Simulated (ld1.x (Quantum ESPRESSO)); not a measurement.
# mercury TM: all-electron and pseudo phase curves

* Element: Hg
* Generator: ld1.x (Quantum ESPRESSO) 7.5
* Type: norm-conserving Troullier–Martins (Kleinman–Bylander form)
* Functional: PBEsol
* Relativity: scalar-relativistic
* Frozen core: [Xe] 4f14 5d10
* Valence charge: 2
* Reference configuration: 6s1 6p1
* Partial waves: 6p (bound): rc 2.45 bohr; 6d channel at 0.2 Ry: rc 2.45 bohr; 6s (bound): rc 1.75 bohr
* Local potential: the s channel
* Core correction: Bessel-smoothed model core inside 0.85 bohr

The phase is arctan(r·u′/u) with u = r·R(r), unwrapped; energies in Ry, scanned from -3 to 5 Ry. A pole is an energy at which the radial function vanishes at the test radius. The pseudo phase is shifted by a multiple of π to meet the all-electron one at the reference energy, and phase errors are pseudo minus all-electron; the curves can meet again beyond the range given. Levels narrower than the energy grid can be missing from the lists of poles.

Problem. For each channel, where are the poles, and over which energies does the pseudopotential scatter like the atom?

Solution.

| channel | radius (bohr) | reference energy (Ry) | poles, all-electron | poles, pseudo | unbroken range about the reference energy with phases within 0.05 rad | phase error 1 Ry above the reference energy (rad) |
| --- | --- | --- | --- | --- | --- | --- |
| s | 2.65 | -0.62 | 1.00 | 0.89, 4.45 | below 1.8 | -0.008 |
| p | 2.65 | -0.15 | 2.68 | 2.42 | below 3.5 | -0.015 |
| d | 2.65 | 0.20 | -0.64 | -0.90, 3.73 | -0.5 to 0.9 | -0.126 |

Note: ghost state, extra bound levels that the all-electron valence spectrum of the same l lacks: d at -16.7 eV. A true bound ghost makes a file unfit for plane-wave use.

Phases in the p channel:

| E (Ry) | all-electron | pseudo |
| --- | --- | --- |
| -3.00 | 1.331 | 1.326 |
| -2.52 | 1.304 | 1.299 |
| -2.04 | 1.266 | 1.261 |
| -1.56 | 1.209 | 1.205 |
| -1.08 | 1.113 | 1.110 |
| -0.60 | 0.922 | 0.920 |
| -0.12 | 0.425 | 0.425 |
| 0.36 | -0.584 | -0.594 |
| 0.84 | -1.145 | -1.161 |
| 1.32 | -1.358 | -1.375 |
| 1.80 | -1.464 | -1.484 |
| 2.28 | -1.530 | -1.554 |
| 2.76 | -1.578 | -1.609 |
| 3.24 | -1.618 | -1.659 |
| 3.72 | -1.655 | -1.715 |
| 4.20 | -1.694 | -1.789 |
| 4.68 | -1.740 | -1.914 |
